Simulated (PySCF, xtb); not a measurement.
Si(F)2(OH)(SeH) (F₂H₂OSeSi), SMILES O[Si](F)(F)[SeH]. The values are those of a single conformer.

Harmonic wavenumbers (cm⁻¹) from GFN2-xTB in xtb at its own minimum, in rising order: 100, 134, 145, 204, 227, 238, 253, 426, 637, 754, 825, 923, 987, 2065, 3668.

Task: What does B3LYP-D3(BJ)/def2-SVP in PySCF give at its own minimum? (An estimate is asked for; the answer gives what the named calculation found.)

Result: 146, 167, 172, 256, 276, 310, 333, 473, 674, 783, 834, 979, 994, 2408, 3881. Paired by order, the mean absolute difference is 73 cm⁻¹ and the zero-point energies are 16.6 and 18.1 kcal/mol.
